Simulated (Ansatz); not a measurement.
Basis-set series for `O[Si](O)(F)[GaH][Cl]`. Total charge 0; spin multiplicity 1. The geometry is a stationary point of PBE0-D4/def2-TZVP. It is one conformer, not always the lowest.

```json
{"functional": "PBE0-D4", "basis": "def2-SVP", "functions": "125", "energy (Eh)": "-2925.40591", "HOMO (eV)": "-7.80", "LUMO (eV)": "-2.00"}
{"functional": "PBE0-D4", "basis": "def2-QZVPP", "functions": "490", "energy (Eh)": "-2926.32890", "HOMO (eV)": "-8.01", "LUMO (eV)": "-2.20"}
{"functional": "ωB97M-V", "basis": "def2-SVP", "functions": "125", "energy (Eh)": "-2925.96906", "HOMO (eV)": "-9.84", "LUMO (eV)": "-0.21"}
{"functional": "ωB97M-V", "basis": "def2-QZVPP", "functions": "490", "energy (Eh)": "-2926.89152", "HOMO (eV)": "-10.10", "LUMO (eV)": "-0.50"}
```

Question: Give the rows for def2-TZVPP. (Best estimate.)

Answer: The calculation gave: 
```csv
functional,basis,functions,energy (Eh),HOMO (eV),LUMO (eV)
PBE0-D4,def2-TZVPP,267,-2926.24706,-7.97,-2.15
ωB97M-V,def2-TZVPP,267,-2926.81293,-10.04,-0.39
```

Scalar relativity is left out up to krypton.

Computed with Ansatz.
